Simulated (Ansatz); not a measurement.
## A geometry optimisation of CBCu with BLYP-D3(BJ)/def2-SVP

The starting geometry of this gas-phase triplet was optimised with GFN2-xTB as a singlet; its bonds are those of `B#[C][Cu]`.

```yaml
atoms:
  - { symbol: C, position_ang: [-1.8150, -1.3291, -0.9479] }
  - { symbol: B, position_ang: [-0.8271, -1.9367, -1.5410] }
  - { symbol: Cu, position_ang: [-3.2401, -0.4667, -0.0851] }
```

Q: Predict what it relaxes into with BLYP-D3(BJ)/def2-SVP.

A: A new bond forms, giving a structure given below by its coordinates. Distances that change by over a tenth: C1–B2 (1.30 → 1.48 Å). Contacts that close: B2–Cu3 (3.18 → 2.07 Å).

The energy falls by 0.57 eV over 18 steps:

```csv
step,E − E(last) (eV)
1,0.574
3,0.298
5,0.298
7,0.297
9,0.290
10,0.264
12,0.230
14,0.115
16,0.001
18,0.000
```

Final geometry (Å):

| atom | x (Å) | y (Å) | z (Å) |
| --- | --- | --- | --- |
| C | -1.6430 | -0.6513 | -1.4540 |
| B | -1.3342 | -2.0308 | -1.0278 |
| Cu | -2.9050 | -1.0504 | -0.0921 |

The end wasn't checked by frequencies. Open shells are spin-unrestricted. The triplet needn't be the ground state. Run with Ansatz 0.2.0, 2.7 min on 1 thread of Intel(R) Xeon(R) Platinum 8488C (Sapphire Rapids) (shared host).
